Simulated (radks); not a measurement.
Values are calculated unless marked as measured or tabulated.
Question: Valence configurations of the ruthenium ion Ru3+ (all share [Kr]). Level of theory: scalar-relativistic Kohn-Sham, PBE, spin-unpolarised, spherical densities, finite nucleus; Fermi nuclear charge, rms radius 4.4809 fm (a radial shooting solver on a logarithmic mesh with Libxc functionals). Order these by energy: 4d4.5 5p0.5; 4d5; 4d4 5p1; 4d3 5s1 5p1; 4d3 5s2; 4d4.5 5s0.5; 4d3 5p2; 4d2 5s1 5p2; 4d4 5s1.

Answer: From the lowest, in eV above it: 4d5 0.000; 4d4.5 5s0.5 4.542; 4d4.5 5p0.5 7.978; 4d4 5s1 9.579; 4d4 5p1 16.654; 4d3 5s2 21.182; 4d3 5s1 5p1 28.633; 4d3 5p2 36.133; 4d2 5s1 5p2 50.618. NIST lists [Kr] 4d5 as the ground configuration; this level of theory agrees among the configurations tried. The energies are those of spherical spin-averaged densities, not of single terms.
